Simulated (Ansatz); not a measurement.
Molecule: BeF$_{2}$, net charge -1, doublet state. 
Geometry from a B3LYP-D3(BJ)/def2-TZVP (Ansatz, a program for electronic structure) optimisation:
```
Be
F 1 1.4447
F 1 1.4447 2 130.00
```
Charge -1, spin multiplicity 2.

Basis-set convergence of Hartree-Fock and MP2 correlation energies (hartree) with Ansatz. Correlated levels leave the core frozen unless marked. Open shells are spin-unrestricted. No spin-orbit coupling. No relativistic terms. This anion needs diffuse functions, which these sets lack.

```
basis       functions       E(HF)  E(corr, MP2)
----------  ---------  ----------  ------------
def2-SVP           37  -213.45895      -0.40665
def2-TZVPP         81  -213.74588      -0.55206
def2-QZVPP        150         [?]           [?]
```

Task: What belongs in the gaps?

Result: 
- def2-QZVPP, E(HF): -213.76627
- def2-QZVPP, E(corr, MP2): -0.60871
